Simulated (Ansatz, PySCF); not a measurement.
System: C3H7N, charge 0, singlet. C3H7N (SMILES NC1CC1).
B3LYP-D3(BJ)/def2-TZVP minimum from Ansatz (a quantum-chemistry and plane-wave program):
```
C
H 1 1.0888
N 1 1.4402 2 118.06
H 3 1.0133 1 111.20 2 -60.10
H 3 1.0133 4 107.85 1 -122.16
C 1 1.5007 2 115.87 3 146.09
H 6 1.0812 1 116.46 2 -146.10
H 6 1.0815 7 115.26 1 -145.27
C 1 1.5007 2 115.87 3 -146.09
H 9 1.0812 1 116.46 2 146.10
H 9 1.0815 10 115.26 1 145.27
```
Charge 0, spin multiplicity 1.

Atomisation energy term by term, kcal/mol (programs: Ansatz). Open shells are spin-unrestricted; no spin-orbit coupling. Cores are frozen in correlated methods. Rows without X2C or -DK are non-relativistic. CBS(X,Y): correlation extrapolated as X^-3, Hartree-Fock from the larger set. A bracket is a step between two methods taken in the basis named. '+ core + X2C': CCSD(T) terms for core correlation (cc-pwCVTZ) and scalar relativity (cc-pVTZ-DK). Where a partner has so few electrons that a lower coupled-cluster level is exact, that level stands in.

| term | basis | kcal/mol |
|---|---|---|
| Hartree-Fock | cc-pVQZ | 739.16 |
| CCSD correlation | CBS(cc-pVTZ,cc-pVQZ) | 264.18 |
| (T) | CBS(cc-pVTZ,cc-pVQZ) | 15.87 |
| CCSDT(Q) - CCSD(T) | cc-pVDZ | 0.51 |
| core correlation | cc-pwCVTZ | 4.23 |
| scalar relativity | X2C, cc-pVTZ-DK | -0.85 |
| minus zero-point energy | Hessian by PySCF at B3LYP-D3(BJ)/def2-TZVP | -61.82 |
| sum: D0 |  | 961.3 |
